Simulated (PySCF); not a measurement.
**Working out the ionisation energy of Kr¹⁸⁺**

Kr¹⁸⁺ [Ar] (1S) → Kr¹⁹⁺ [Ne] 3s2 3p5 (2P). Computed with PySCF 2.14 in an uncontracted even-tempered set (17 s from 1.7 bohr⁻², ratio 2.5; 11 p from 2.2 bohr⁻², ratio 2.5; 5 d from 12 bohr⁻², ratio 2.7; 4 f from 18 bohr⁻², ratio 2.7), with no relativity, point nucleus. Frozen: 1s2; the 18 highest virtual orbitals dropped. Energies in hartree (1 hartree = 27.21139 eV):

```tsv
part	Kr¹⁸⁺ (lower)	Kr¹⁹⁺ (upper)
UHF	-2577.295233	-2548.497633
CCSD correlation	-0.614177	-0.584969
(T)	-0.002496	-0.002495
```

**Question.** What does Hartree-Fock give?

**Answer.** (-2548.497633) − (-2577.295233) = 28.797600 hartree = 783.623 eV.

**Question.** What do CCSD and CCSD(T) give?

**Answer.** The CCSD correlation energies differ by 0.029208 hartree = 0.795 eV and the triples by 0.000001 hartree = 0.000 eV, so CCSD gives 784.418 eV and CCSD(T) 784.418 eV.

Reference: 785.32 eV (semi-empirical (NIST evaluation); NIST Atomic Spectra Database, ionization energies), between the lowest levels; spin-orbit coupling is absent from the calculation.

The calculation is non-relativistic.

What remains against the reference includes basis incompleteness, the frozen core and higher excitations.
